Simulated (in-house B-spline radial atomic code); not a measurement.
I: [Ar] 3d9 4s2 4p6 4d10 4f1 5s2 5p5 (an excited or competing configuration)

Computed with a B-spline radial code for spherical atoms: Dirac-Hartree-Fock, average of configuration, Fermi nucleus of rms radius 4.75 fm.

Screening seen three ways: the hydrogenic charge with the same mean radius, Z_r = [3n² - l(l+1)]/(2<r>), the one with the same energy, Z_e = n√(-2ε), and Slater's rules. Values are occupation-weighted means over j. An effective charge above Z reflects the relativistic contraction of the inner shells.

```json
{"shell": "1s", "electrons": "2", "ε (eV)": "-33419", "<r> (bohr)": "0.02722", "Z_r": "55.11", "Z_e": "49.56", "Slater": "52.70"}
{"shell": "2s", "electrons": "2", "ε (eV)": "-5310.9", "<r> (bohr)": "0.1165", "Z_r": "51.48", "Z_e": "39.51", "Slater": "48.85"}
{"shell": "2p", "electrons": "6", "ε (eV)": "-4772.5", "<r> (bohr)": "0.1023", "Z_r": "48.89", "Z_e": "37.46", "Slater": "48.85"}
{"shell": "3s", "electrons": "2", "ε (eV)": "-1144.8", "<r> (bohr)": "0.3104", "Z_r": "43.49", "Z_e": "27.52", "Slater": "41.75"}
{"shell": "3p", "electrons": "6", "ε (eV)": "-964.5", "<r> (bohr)": "0.3082", "Z_r": "40.55", "Z_e": "25.26", "Slater": "41.75"}
{"shell": "3d", "electrons": "9", "ε (eV)": "-697.4", "<r> (bohr)": "0.2872", "Z_r": "36.56", "Z_e": "21.48", "Slater": "32.20"}
{"shell": "4s", "electrons": "2", "ε (eV)": "-232.98", "<r> (bohr)": "0.7272", "Z_r": "33.00", "Z_e": "16.55", "Slater": "26.10"}
{"shell": "4p", "electrons": "6", "ε (eV)": "-172.78", "<r> (bohr)": "0.7742", "Z_r": "29.71", "Z_e": "14.25", "Slater": "26.10"}
{"shell": "4d", "electrons": "10", "ε (eV)": "-81.225", "<r> (bohr)": "0.8776", "Z_r": "23.93", "Z_e": "9.77", "Slater": "14.85"}
{"shell": "5s", "electrons": "2", "ε (eV)": "-34.107", "<r> (bohr)": "1.881", "Z_r": "19.94", "Z_e": "7.92", "Slater": "7.75"}
{"shell": "5p", "electrons": "5", "ε (eV)": "-19.648", "<r> (bohr)": "2.214", "Z_r": "16.48", "Z_e": "6.01", "Slater": "7.75"}
{"shell": "4f", "electrons": "1", "ε (eV)": "-0.85113", "<r> (bohr)": "17.96", "Z_r": "1.00", "Z_e": "1.00", "Slater": "8.00"}
```

The least bound orbital is 4f5/2 at -0.8511 eV, and it is also the most diffuse (<r> = 17.96 bohr). The part-filled 3d shell lies below the filled 5s shell in orbital energy.

Spin-orbit splittings of the orbital energies (j = l + 1/2 above j = l - 1/2 when positive): 2p 300 eV, 3p 58.86 eV, 3d 12.26 eV, 4p 12.02 eV, 4d 2.005 eV, 5p 1.428 eV, 4f -2.877e-05 eV.

For the 1s electron the small component carries 3.81 % of the norm, the zero-frequency Breit interaction raises the level by 81.9 eV, self-energy by 46.84 eV, and vacuum polarisation lowers it by 6.463 eV.
